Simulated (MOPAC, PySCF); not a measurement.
Stepwise substitution at one centre (Ga Br-SH). All species are isolated molecules in the gas phase. One relaxed conformer stands for each flexible species; it need not be the lowest. Strings in code marks are SMILES.

Quantity: redistribution energy (mixed species minus the weighted end members), in eV. Semi-empirical values (MOPAC) are differences of heats of formation.

Level 1: B3LYP-D3(BJ)/def2-TZVP (PySCF)
Level 2: PBE-D3(BJ)/def2-TZVP // B3LYP-D3(BJ)/def2-TZVP (PySCF)
Level 3: B3LYP/LANL2DZ // B3LYP-D3(BJ)/def2-TZVP (PySCF)
Level 4: PM6 // B3LYP-D3(BJ)/def2-TZVP (MOPAC)

```tsv
species	level 2	level 3	level 4
2 of 3 Br replaced by SH: `[SH][Ga]([SH])[Br]` (H–S–Ga–Br torsion 180°, Br–Ga–S–H torsion 180°)	-0.038	-0.032	0.067
1 of 3 Br replaced by SH: `[SH][Ga]([Br])[Br]` (H–S–Ga–Br torsion 180°)	-0.060	-0.069	0.026
```

Q: What does level 1 give for each?

A: 
- 2 of 3 Br replaced by SH: `[SH][Ga]([SH])[Br]` (H–S–Ga–Br torsion 180°, Br–Ga–S–H torsion 180°): -0.041
- 1 of 3 Br replaced by SH: `[SH][Ga]([Br])[Br]` (H–S–Ga–Br torsion 180°): -0.061
